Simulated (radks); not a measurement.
Task: The mean radii <r> (bohr) of the occupied orbitals of an atom or ion are listed with their occupations. All-electron calculation, scalar-relativistic Kohn-Sham, r2SCAN, spin-polarised, spherical densities, finite nucleus; meta-GGA in the generalised Kohn-Sham scheme; Fermi nuclear charge, rms radius of each element as measured or else 0.836 A^(1/3) + 0.57 fm. Program: a radial shooting solver on a logarithmic mesh with Libxc functionals.

| orbital | occ. | <r> |
|---|---|---|
| 1s down | 1 | 0.01835 |
| 1s up | 1 | 0.01835 |
| 2s up | 1 | 0.07756 |
| 2s down | 1 | 0.07756 |
| 2p up | 3 | 0.06944 |
| 2p down | 3 | 0.06944 |
| 3s up | 1 | 0.2008 |
| 3s down | 1 | 0.2008 |
| 3p up | 3 | 0.2012 |
| 3p down | 3 | 0.2012 |
| 3d up | 5 | 0.1824 |
| 3d down | 5 | 0.1824 |
| 4s up | 1 | 0.4496 |
| 4s down | 1 | 0.4497 |
| 4p up | 3 | 0.4778 |
| 4p down | 3 | 0.4778 |
| 4d up | 5 | 0.5114 |
| 4d down | 5 | 0.5113 |
| 5s up | 1 | 1.071 |
| 5s down | 1 | 1.062 |
| 5p up | 3 | 1.242 |
| 5p down | 3 | 1.226 |
| 4f up | 7 | 0.6082 |
| 4f down | 7 | 0.6032 |
| 5d up | 3 | 1.735 |

Name the element and its charge. Open shells, if any, are filled with parallel spins first.

Result: Z = 74, tungsten, charge +3: W3+ in [Xe] 4f14 5d3. The 1s radius gives Z: for a bare nucleus <r> = (2 gamma + 1)/(2Z) with gamma = sqrt(1 - (Z/c)^2), 0.01813 bohr for Z = 74, and screening makes it slightly larger (0.01835 here). The occupations add up to 71, and the charge is Z minus that.
